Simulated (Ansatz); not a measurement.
Al₅N₅, relaxed as a singlet with RKS B3LYP-D4/def2-SVP in Ansatz, starting from the GFN1-xTB geometry. Force threshold 0.02 eV/Å.

The structure comes from a short search, and lower isomers may exist.

Start:

```
atom    x (Å)    y (Å)    z (Å)
 Al1   1.5880  -1.7740  -0.0079
 Al2  -2.2872   0.5414   0.3879
 Al3   2.1183   0.9003  -0.6159
 Al4  -1.1372  -1.9976   0.6038
 Al5  -0.2829   2.3255  -0.3836
  N6   1.4574   2.5712  -0.7959
  N7  -2.0429   2.2923   0.0211
  N8   0.3560  -3.0044   0.4704
  N9  -2.7253  -1.1605   0.8016
 N10   2.9559  -0.6943  -0.4814
```

Problem. Estimate the energy that the relaxation releases and the steps that it takes.

Solution. 26.2 kcal/mol, in 4 steps; 14 s on 4 threads of Arm Neoverse V2 on a shared host. No frequencies were taken in this run, so the end may be a saddle point.

Problem. Does the start keep its bonding and symmetry?

Solution. By distances, no bond broke or formed. The bond that changes most is Al5–N7, from 1.81 to 1.72 Å (atoms count from 1). Point group D5h at the start, D5h at the end, both within 0.05 Å.

Problem. Predict the relaxed structure.

Solution. 
Cartesian coordinates in Å:
```
Al 1.640 -1.839 -0.008
Al -2.366 0.559 0.400
Al 2.189 0.935 -0.638
Al -1.175 -2.071 0.633
Al -0.288 2.416 -0.387
N 1.390 2.451 -0.751
N -1.941 2.176 0.009
N 0.340 -2.859 0.457
N -2.590 -1.106 0.756
N 2.800 -0.661 -0.471
```
Bond lengths (bridged metal pairs left out): 10 × Al–N 1.72 Å.
